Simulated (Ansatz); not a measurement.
Consider the redistribution: `[SiH3][N]([SiH3])[AlH][Cl]` + `OB[SiH3]` → `[SiH3][AlH][Cl]` + `OBN([SiH3])[SiH3]`.

Calculated with Ansatz (gas phase, PBE0-D4/def2-TZVP geometries, no zero-point term in ΔE). CCSD(T)/CBS is the MP2 limit (def2-TZVPP, def2-QZVPP) plus CCSD(T) − MP2 in def2-TZVPP, frozen cores. DFT in def2-TZVPP. Each species was taken in one conformer, which may not be the lowest.

```json
{"species": "`[SiH3][N]([SiH3])[AlH][Cl]`", "PBE energy (Eh)": "-1340.06709"}
{"species": "`OB[SiH3]`", "PBE energy (Eh)": "-392.36149"}
{"species": "`[SiH3][AlH][Cl]`", "PBE energy (Eh)": "-994.12343"}
{"species": "`OBN([SiH3])[SiH3]`", "PBE energy (Eh)": "-738.32170"}
```

Question: Work out ΔE.

Answer: ΔE = (-994.12343) + (-738.32170) − (-1340.06709) − (-392.36149) = -0.01655 Eh = -43.5 kJ/mol. CCSD(T)/CBS gives -33.6 kJ/mol.

Largest T1 diagnostic among the species: 0.014.

In def2-TZVPP, CCSD(T) changes the Hartree–Fock value by +6.4 kJ/mol (the triples alone add +1.0 kJ/mol) and MP2 by +9.5 kJ/mol. The D4 term adds +3.9 kJ/mol with B3LYP and +2.1 kJ/mol with PBE0; it sums over pairs of atoms, weighted by their polarisabilities, and B3LYP, whose exchange is more repulsive, gets the larger term.

B3LYP here is the variant with VWN-RPA as its local correlation; programs differ in this.
